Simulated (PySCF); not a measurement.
A calculated (UHF, PySCF 2.14, x2c-TZVPall, scalar relativity by spin-free X2C-1e) atom or ion has these occupied shells.

```
shell  electrons  orbital energy (eV)  rms radius, mean of both spins (bohr)
 1s α          1              -7183.7                                 0.0675
 1s β          1              -7183.6                                 0.0675
 2s α          1              -892.64                                  0.288
 2s β          1              -889.27                                  0.288
 2p α          3              -758.37                                  0.260
 2p β          3              -755.10                                  0.260
 3s α          1              -128.85                                  0.871
 3s β          1              -118.91                                  0.871
 3p α          3              -89.191                                  0.936
 3p β          3              -77.489                                  0.936
 3d α          5              -26.625                                   1.22
 3d β          1              -20.927                                   1.22
 4s α          1              -15.422                                   2.98
```

Q: Name the element and its charge.

A: Fe+ (iron, charge +1), in [Ar] 3d6 4s1, high-spin 6D determinant.
